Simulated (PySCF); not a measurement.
Electrostatic solvation of a mixed set.

Level: PBE0/pcSseg-1 in PySCF, non-relativistic, each on one gas-phase PBE0-D3(BJ)/def2-SVP geometry that isn't relaxed in the solvent. The solvent is an IEF-PCM continuum (cavity from Bondi-type radii × 1.2). Only the electrostatic response of the medium enters.

Question: Order them by E(solvent) − E(gas) in chloroform (ε = 4.711), most negative first (kJ/mol).
A. `[CH3:1][CH2:2][CH2:3][CH2:4][CH2:5][CH2:6][C@H:7]([CH3:8])[OH:9]` with C1–C2–C3–C4 180°, C2–C3–C4–C5 180°, C3–C4–C5–C6 180°, C4–C5–C6–C7 -175°, C5–C6–C7–C8 -63° (2-octanol)
B. 1,4-dioxin, `C1=COC=CO1`
C. `[Cl:1][CH:2]([Cl:3])[SiH:4]1[O:5][CH2:6][CH2:7][CH2:8][O:9]1` with Cl1–C2–Si4–O5 61°, C2–Si4–O5–C6 140°, Si4–O5–C6–C7 -42°, O5–C6–C7–C8 58°, C6–C7–C8–O9 -59°
D. pyridine-N-oxide, `[O-][n+]1ccccc1`

Answer: D (-23.4), C (-18.4), A (-14.2), B (-13.0).

```json
{"SMILES": "[O-][n+]1ccccc1", "charge": "0", "ΔE (kJ/mol)": "-23.4", "polarisation term (kJ/mol)": "-27.5", "HOMO shift (eV)": "-0.08", "dipole gas (D)": "3.86", "dipole solvent (D)": "4.99", "atoms": "12"}
{"SMILES": "ClC(Cl)[SiH]1OCCCO1", "charge": "0", "ΔE (kJ/mol)": "-18.4", "polarisation term (kJ/mol)": "-20.3", "HOMO shift (eV)": "+0.01", "dipole gas (D)": "4.08", "dipole solvent (D)": "4.82", "atoms": "17"}
{"SMILES": "CCCCCC[C@H](C)O", "charge": "0", "ΔE (kJ/mol)": "-14.2", "polarisation term (kJ/mol)": "-15.3", "HOMO shift (eV)": "-0.01", "dipole gas (D)": "1.67", "dipole solvent (D)": "1.96", "atoms": "27"}
{"SMILES": "C1=COC=CO1", "charge": "0", "ΔE (kJ/mol)": "-13.0", "polarisation term (kJ/mol)": "-14.0", "HOMO shift (eV)": "-0.03", "dipole gas (D)": "0.01", "dipole solvent (D)": "0.00", "atoms": "10"}
```

The polarisation term is half the interaction of the solute with the induced surface charges.
